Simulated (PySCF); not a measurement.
A calculated (r2SCAN, PySCF 2.14, aug-cc-pVDZ, the non-relativistic Hamiltonian (point nucleus)) atom or ion has these occupied shells.

```csv
shell,electrons,orbital energy (eV),"rms radius, mean of both spins (bohr)"
1s α,1,-429.26,0.266
1s β,1,-428.39,0.266
2s α,1,-50.472,1.29
2s β,1,-48.155,1.29
2p α,1,-39.763,1.25
```

(1) Name the element and its charge.

Answers

(1) N²⁺ (nitrogen, charge +2), in [He] 2s2 2p1, 2P determinant.
